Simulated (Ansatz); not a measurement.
`BC(O)O` and `[BH2][SnH]([OH])[OH]` differ in one element.

Ansatz, PBE0-D4/def2-TZVP geometries, multiplicity 1. Each molecule was computed in one conformer, which needn't be the lowest.

Elements past krypton have def2 core potentials.

```
                             property  `BC(O)O`
  HOMO energy (B3LYP/def2-TZVPP) / eV     -8.01
HOMO energy (ωB97M-V/def2-TZVPP) / eV    -10.57
    HOMO energy (PBE/def2-TZVPP) / eV     -6.78
HOMO–LUMO gap (B3LYP/def2-TZVPP) / eV      7.80
   LUMO energy (PBE0/def2-TZVPP) / eV      0.16
  LUMO energy (B3LYP/def2-TZVPP) / eV     -0.21
```

Problem. Give the same properties after the change, and the shifts. (An estimate is asked.)

Solution. Computed: 
```tsv
property	`[BH2][SnH]([OH])[OH]`	shift
HOMO energy (B3LYP/def2-TZVPP) / eV	-8.05	-0.04
HOMO energy (ωB97M-V/def2-TZVPP) / eV	-10.59	-0.02
HOMO energy (PBE/def2-TZVPP) / eV	-6.68	0.10
HOMO–LUMO gap (B3LYP/def2-TZVPP) / eV	4.95	-2.85
LUMO energy (PBE0/def2-TZVPP) / eV	-2.88	-3.04
LUMO energy (B3LYP/def2-TZVPP) / eV	-3.11	-2.90
```

With PBE0 the HOMO falls by 0.11 eV and the LUMO falls by 3.04 eV, so the gap narrows by about 2.93 eV. PBE moves the HOMO by 0.10 eV and ωB97M-V by -0.02 eV.

B3LYP here is the variant with VWN-RPA as its local correlation; programs differ in this.
